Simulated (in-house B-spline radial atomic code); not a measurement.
**RPA correlation on LDA exchange-only: Re**

Configuration [Xe] 4f14 5d5 6s2, highest spin, mean-field start LDA exchange-only. Computed with a B-spline radial code for spherical atoms: all electrons, scalar-relativistic (spin-free one-electron X2C), finite nucleus, each spin shell either full or empty, empty states to l = 9 with an (l + 1/2)⁻⁴ tail; G0W0 by contour deformation at full frequency.

Without the two-electron picture change, the correlation of inner shells comes somewhat too large for so heavy an element.

The highest G0W0 level has too low a weight to be given.

Command:
```bash
python run_gw.py task.json out
```
Settings (radii: box in bohr, nucleus in fm):
```
Z                        75
electrons                75
configuration            [Xe] 4f14 5d5 6s2
hamiltonian              x2c
method                   lda,
lmax                     9
rms_radius               5.3698
spin_polarised           True
box_radius               40
intervals                72
ion_configuration        [Xe] 4f14 5d5 6s1
```

Cost of the run: 22 s on 1 thread of Arm Neoverse V2, with other jobs on the host.

Energies (hartree):

| term | value |
| --- | --- |
| mean-field total | -16675.41934 |
| Hartree-Fock functional on these orbitals | -16688.29221 |
| direct second order | -7.9948 |
| second-order exchange | 2.0083 |
| SOSEX correction | 1.8368 |

Question: What is the RPA correlation energy, and what remains with SOSEX?

Answer: RPA gives -6.7611 hartree (-2.45 eV per electron); RPA + SOSEX gives -4.9243, and the second-order doubles -5.9865 hartree (no singles). RPA lacks exchange-type terms and so overcorrelates at short range.

Question: What does it cost to remove one electron (to [Xe] 4f14 5d5 6s1) by differences of total energies, each species on its own start (correlation terms add to the Hartree-Fock functional)?

Answer: LDA exchange-only 6.366 eV, Hartree-Fock functional 5.807 eV, + RPA 8.120 eV, + RPA + SOSEX 7.710 eV, + second order 9.473 eV. Tabulated: 7.834 eV (NIST, measured); the calculation leaves out spin-orbit coupling, Breit and QED terms, and what these don't explain is the method's own error.
